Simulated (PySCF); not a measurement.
Correlation energy of Mg (magnesium, neutral)

[Ne] 3s2, closed-shell 1S. All numbers are calculated (PySCF 2.14, the spin-free X2C one-electron Hamiltonian (Gaussian nucleus), in jorge-DZP-DKH (7s4p1d, 24 functions)). Frozen: [Ne]; 2 electrons correlated.

Total MP2 correlation energy: -20.89 mhartree.

Same-spin part 0.00 and opposite-spin part -20.89 mhartree; SCS-MP2 scales them by 1/3 and 6/5 to -25.07 mhartree.

With two correlated electrons CCSD is exact within the correlated space (frozen core and kept virtual orbitals).

| level | correlation energy (mhartree) |
| --- | --- |
| CCSD | -32.74 |

Diagnostics: T1 = 0.011, D1 = 0.0155, largest double amplitude 0.113.

Cost of the coupled-cluster step: 0.08 s of wall time on 1 thread of Neoverse-N1 (shared host), for 2 correlated electrons.

Iterations:

```
CC2 = 0
CCSD nocc = 1, nmo = 19
frozen orbitals [0, 1, 2, 3, 4]
max_cycle = 100
direct = 0
conv_tol = 1e-08
conv_tol_normt = 1e-06
diis_space = 8
diis_start_cycle = 0
Init t2, MP2 energy = -199.933958011081  E_corr(MP2) -0.0208879276703595
Init E_corr(CCSD) = -0.0208879276707114
cycle = 1  E_corr(CCSD) = -0.0276691228915588  dE = -0.00678119522  norm(t1,t2) = 0.0552972
cycle = 2  E_corr(CCSD) = -0.0302864533375053  dE = -0.00261733045  norm(t1,t2) = 0.0267324
cycle = 3  E_corr(CCSD) = -0.0327650403160833  dE = -0.00247858698  norm(t1,t2) = 0.0142961
cycle = 4  E_corr(CCSD) = -0.032737311761446  dE = 2.77285546e-05  norm(t1,t2) = 0.00120571
cycle = 5  E_corr(CCSD) = -0.0327427979743234  dE = -5.48621288e-06  norm(t1,t2) = 0.00017955
cycle = 6  E_corr(CCSD) = -0.032733728566242  dE = 9.06940808e-06  norm(t1,t2) = 4.06685e-05
cycle = 7  E_corr(CCSD) = -0.0327362091981958  dE = -2.48063195e-06  norm(t1,t2) = 1.47815e-05
cycle = 8  E_corr(CCSD) = -0.0327361833243303  dE = 2.58738655e-08  norm(t1,t2) = 1.24772e-06
cycle = 9  E_corr(CCSD) = -0.0327361360584622  dE = 4.72658681e-08  norm(t1,t2) = 3.02911e-07
cycle = 10  E_corr(CCSD) = -0.0327361328689614  dE = 3.18950075e-09  norm(t1,t2) = 2.83009e-08
CCSD converged
E(CCSD) = -199.9458062162793  E_corr = -0.03273613286896141
```
